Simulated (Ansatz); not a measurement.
`C[SiH](S)S` + HCl → `C[SiH](S)Cl` + H₂S at 600 K and 1 bar (ligand exchange at the Si–S bond).

Gas-phase electronic energies from Ansatz, PBE0-D4/def2-TZVP geometries. CCSD(T)/CBS adds triple-zeta CCSD(T) − MP2 to the extrapolated MP2 energy (def2 sets, frozen cores). This one scheme is used for every species. One conformer a species, not always the lowest.

```tsv
species	CCSD(T)/CBS energy (Eh)	H − E (kJ/mol)	S (J/(mol·K))
`C[SiH](S)S`	-1126.36796	234.5	446.2
HCl	-460.38127	35.4	207.2
`C[SiH](S)Cl`	-1187.79090	207.2	426.0
H₂S	-398.97279	60.8	230.9
```

H − E and S are ideal-gas, rigid-rotor, harmonic terms from PBE0-D4/def2-TZVP, for one conformer and one mirror image of each species. 1 Eh = 2625.50 kJ/mol, R = 8.31446 J/(mol·K).

**Question.** By hand: ΔE, ΔH, ΔS and ΔG.

**Answer.** ΔE = (-1187.79090) + (-398.97279) − (-1126.36796) − (-460.38127) = -0.01446 Eh = -38.0 kJ/mol. Δ(H − E) = 207.2 + 60.8 − 234.5 − 35.4 = -1.9, so ΔH = -39.9 kJ/mol. ΔS = 426.0 + 230.9 − 446.2 − 207.2 = 3.5 J/(mol·K). ΔG = -39.9 − 600 × (3.5)/1000 = -42.0 kJ/mol.

**Question.** By hand: the equilibrium constant, and the temperature at which ΔG would vanish if ΔH and ΔS stayed fixed.

**Answer.** log₁₀ K = −ΔG/(RT ln 10) = 3.7. ΔH and −TΔS have one sign here, so there is no such temperature.

The number of gas molecules stays the same, so ΔS is small and ΔH decides. A doubt of 5 kJ/mol in ΔE shifts log₁₀ K by 0.4 here. Other conformers and mirror images would add mixing entropy, several J/(mol·K) or more a flexible species. These are equilibria of isolated gas molecules and say nothing of rates. Largest T1 diagnostic: 0.011 (customary marks: 0.02 for closed shells, 0.045 for open ones).

ΔS is within the doubt of such terms, so its sign, and with it that verdict, could turn.
